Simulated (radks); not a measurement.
The numbers below are computed, except where a source is named.
Polarisability of neutral nickel, [Ar] 3d8 4s2, at imaginary frequency. Level of theory: non-relativistic Kohn-Sham, LB94 model potential, spin-unpolarised, spherical densities, point nucleus (a radial shooting solver on a logarithmic mesh with Libxc functionals). Response by self-consistent Sternheimer equations with the Hartree and adiabatic LDA kernel.

w (hartree),alpha1(iw) (bohr^3)
0.00266,36.46
0.0143,36.33
0.0360,35.63
0.0697,33.54
0.118,29.27
0.186,22.99
0.280,16.22
0.413,10.58
0.605,6.605
0.892,4.031
1.35,2.401
2.12,1.354
3.59,0.6713
6.94,0.2542
17.5,0.05492

Static values: alpha1 = 36.47 bohr^3 (5.404 angstrom^3; uncoupled 65.39). C6 = 259.2, triple-dipole C9 = 6730 atomic units. One-pole (London) frequency 4 C6 / (3 alpha1^2) = 0.260 hartree, against 0.358 for minus the highest occupied eigenvalue. Recommended static value: 49 bohr^3 (Schwerdtfeger and Nagle, 2023 table).

Beside tabulated values, note that spin-unpolarised runs miss the spin-polarisation part of the exchange energy of open shells.
